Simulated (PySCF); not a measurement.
Atoms are numbered as in `[CH2:1]=[C:2]([F:3])[Si@@H:4]1[CH2:5][CH2:6][C@@H:7]1[N:8]([CH3:9])[CH3:10]`. Each H is labelled by its parent atom. Ha(C5), Ha(C6) are cis to C2 on the ring; Ha(C1) is cis to F3; Hb(C5), Hb(C6) are trans to C2 on the ring; Hb(C1) is trans to F3.

- geometry from GFN2-xTB
- σ from GIAO-PBE0/pcSseg-1
- code: PySCF 2.14
- non-relativistic, gas phase, equivalent nuclei averaged, single conformer

Question: Predict the 2D correlation tables (HSQC, COSY, HMBC).

Answer: 

HSQC (one-bond C–H):
```tsv
δH	δC
5.81 (Ha(C1))	116.3 (C1)
5.22 (Hb(C1))	116.3 (C1)
2.47 (Hb(C6))	30.9 (C6)
2.32 (H(C7))	64.3 (C7)
2.28 (Ha(C6))	30.9 (C6)
2.10 (H(C9)/H(C10))	46.3 (C9/C10)
1.51 (Ha(C5))	5.7 (C5)
1.31 (Hb(C5))	5.7 (C5)
```

COSY cross peaks (H two or three bonds apart, from the bond graph; peaks can be absent where the dihedral angle is near 90°):
```tsv
δH	δH
5.81 (Ha(C1))	5.22 (Hb(C1))
5.03 (H(Si4))	2.32 (H(C7))
5.03 (H(Si4))	1.51 (Ha(C5))
5.03 (H(Si4))	1.31 (Hb(C5))
2.47 (Hb(C6))	2.32 (H(C7))
2.47 (Hb(C6))	2.28 (Ha(C6))
2.47 (Hb(C6))	1.51 (Ha(C5))
2.47 (Hb(C6))	1.31 (Hb(C5))
2.32 (H(C7))	2.28 (Ha(C6))
2.28 (Ha(C6))	1.51 (Ha(C5))
2.28 (Ha(C6))	1.31 (Hb(C5))
1.51 (Ha(C5))	1.31 (Hb(C5))
```

HMBC (two and three bonds, from the bond graph):
```tsv
δH	δC
5.81 (Ha(C1))	182.3 (C2)
5.22 (Hb(C1))	182.3 (C2)
5.03 (H(Si4))	182.3 (C2), 116.3 (C1), 64.3 (C7), 30.9 (C6), 5.7 (C5)
2.47 (Hb(C6))	64.3 (C7), 5.7 (C5)
2.32 (H(C7))	182.3 (C2), 46.3 (C9/C10), 30.9 (C6), 5.7 (C5)
2.28 (Ha(C6))	64.3 (C7), 5.7 (C5)
2.10 (H(C9)/H(C10))	64.3 (C7), 46.3 (C9/C10)
1.51 (Ha(C5))	182.3 (C2), 64.3 (C7), 30.9 (C6)
1.31 (Hb(C5))	182.3 (C2), 64.3 (C7), 30.9 (C6)
```

Shifts are taken against calculated references (same method and geometry level): ¹H (σref 31.72), ¹³C (σref 186.93) vs TMS.

Short H···H contacts in this conformer between protons four or more bonds apart (candidates for NOE cross peaks, intensity ∝ r⁻⁶): Ha(C6)···H(C10) 2.43 Å, H(C7)···H(C10) 2.51 Å, Hb(C6)···H(C10) 2.62 Å.

Shifts are as computed. Against solution values, carbons near 30 ppm lie about +3 ppm off and those near 130 ppm about +5 ppm. Of 1211 compounds with measured shifts, 218 miss one by over three times the rms of a fit or turn the order of signals round; such compounds aren't used in these exercises.
